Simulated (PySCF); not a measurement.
This PySCF input asks for the NMR shieldings of `InChI=1S/C6H7BSi/c1-2-6(8)4-3-5-7/h1,4H,7H2,8H3/b6-4+`; the geometry comes from GFN2-xTB.

```python
import basis_set_exchange as bse
import numpy as np
from pyscf import gto, dft
from pyscf.prop import nmr

atoms = """
B     3.269844   -0.908416    1.992811
C     1.861275   -0.808227    1.526251
C     0.706973   -0.731814    1.142502
C    -0.618445   -0.654767    0.708420
C    -1.004194   -0.087537   -0.456998
Si   -2.806571   -0.070301   -1.027666
C    -0.056380    0.493668   -1.317624
C     0.710963    1.014413   -2.083561
H     3.916124    0.062406    2.095558
H     3.718343   -1.957282    2.257449
H    -1.357908   -1.104090    1.360918
H    -3.160487    1.293863   -1.420457
H    -3.626780   -0.521791    0.099280
H    -2.957019   -0.981907   -2.164429
H     1.399849    1.464116   -2.734366
"""
names = dict.fromkeys(["B", "C", "Si", "H"], "pcSseg-1")
basis = {el: gto.basis.parse(bse.get_basis(n, elements=[el], fmt="nwchem")) for el, n in names.items()}
mol = gto.M(atom=atoms, basis=basis, charge=0, verbose=0)
mf = dft.RKS(mol, xc="PBE0")
mf.grids.level = 2
mf.grids.alignment = dft.numint.BLKSIZE   # the property module wants whole blocks of grid points
mf.conv_tol = 1e-9
mf.kernel()

calc = nmr.RKS(mf)   # GIAO
C = mf.mo_coeff
Co = C[:, mf.mo_occ > 0]
resp = mf.gen_response(singlet=True, hermi=2)
def vind(x):   # induced exchange potential for any number of trial vectors
    d = np.einsum("pi,xij,qj->xpq", C, 2 * x.reshape(-1, C.shape[1], Co.shape[1]), Co, optimize=True)
    return np.einsum("xpq,pi,qj->xij", resp(d - d.transpose(0, 2, 1)), C, Co, optimize=True).ravel()
mo1, _ = nmr.rhf.solve_mo1(calc, with_cphf=vind)
sigma = calc.kernel(mo1)
for i, s in enumerate(sigma):   # ppm
    w = np.linalg.eigvalsh((s + s.T) / 2)
    print("%2d %-2s iso %8.1f  s11 %8.1f  s22 %8.1f  s33 %8.1f" % (i, mol.atom_pure_symbol(i), w.mean(), *w))
```

Q: What does it print?

A: 
```
 0 B  iso     35.0  s11    -32.8  s22     -1.5  s33    139.4
 1 C  iso     62.5  s11    -11.5  s22     -2.0  s33    201.0
 2 C  iso     32.0  s11    -21.0  s22     -4.3  s33    121.3
 3 C  iso     48.0  s11    -72.0  s22     67.0  s33    149.1
 4 C  iso     52.7  s11    -49.5  s22     35.5  s33    172.2
 5 Si iso    412.0  s11    375.5  s22    400.3  s33    460.1
 6 C  iso     99.9  s11     -1.1  s22      1.0  s33    299.8
 7 C  iso     80.0  s11     37.0  s22     43.3  s33    159.6
 8 H  iso     24.8  s11     20.1  s22     26.8  s33     27.4
 9 H  iso     24.8  s11     20.5  s22     26.7  s33     27.3
10 H  iso     24.8  s11     22.1  s22     23.6  s33     28.6
11 H  iso     27.3  s11     24.1  s22     26.0  s33     31.9
12 H  iso     27.5  s11     24.2  s22     26.4  s33     32.0
13 H  iso     27.3  s11     24.3  s22     25.5  s33     32.0
14 H  iso     27.8  s11     24.6  s22     25.3  s33     33.5
```

These numbers come from an equivalent density-fitted implementation of the same equations, which agrees with the script to about 0.01 ppm for H and up to a few tenths of a ppm for heavy atoms, so last digits may differ.

Size and cost of the density-fitted run: 178 basis functions, 30 s wall time on 1 thread of an Arm Neoverse V1, shared host; peak memory 0.8 GiB.
